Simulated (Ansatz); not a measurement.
CH₂BClOS (`O=CB(S)Cl`), one more setting.

```yaml
crystal:
  periodic: [false, false, false]
  atoms:
    - {symbol: O, position_ang: [-1.321683, 1.400106, 0.828533]}
    - {symbol: C, position_ang: [-0.507218, 0.524668, 0.700497]}
    - {symbol: B, position_ang: [0.017922, 0.007270, -0.724467]}
    - {symbol: S, position_ang: [1.220812, -1.297123, -0.806603]}
    - {symbol: Cl, position_ang: [-0.593266, 0.725444, -2.180144]}
    - {symbol: H, position_ang: [-0.082107, 0.032936, 1.610474]}
    - {symbol: H, position_ang: [1.326740, -1.461403, 0.526009]}
basis:
  gaussian: {orbitals: "6-31G*", point_charges: [{charge: -1.00, position_ang: [5.223, 0.344, 0.305]}]}
hamiltonian: {xc: {name: PBE0}}
correlation: {method: rpa}
scf: {lower_state_search: full}
```

```sh
$ ansatz run in.yaml --threads 2 --pin off --events-out ev --progress --plain --max-ram 4352MiB
```

Shortened log:

```
Functional definition: PBE0
810 factors; integrals over basis functions are off by at most 8.3e-4 eV
mean field evaluation 1: about -27135.6120 eV, gradient 3.9e1 eV
mean field evaluation 2: about -27135.8201 eV, gradient 3.9e1 eV
mean field evaluation 4: about -27138.8262 eV, gradient 8.9e0 eV
mean field evaluation 8: about -27139.0179 eV, gradient 2.7e-1 eV
mean field evaluation 16: about -27139.0181 eV, gradient 6.1e-5 eV
mean field -27139.01811501 eV, -997.3405202395 hartree, gradient 2.6e-6 eV, S^2 0.000000; 0 other end points of the search recorded, 0 dependent functions left out
13 core orbitals not correlated: weight in the atoms' cores, before any rotation towards them, 1.000 or more for the frozen orbitals, at most 0.000 for the correlated occupied ones
reference -27091.74639236 eV, -995.6033164740 hartree; 14, 14 occupied and 60, 60 virtual orbitals, 810 factors
Total energy: -27116.21540583 eV, -996.5025361333 hartree
```

It took 2.5 s on 2 threads of an Arm Neoverse V1 on a shared host, with 0.15 GiB of host memory at the peak.
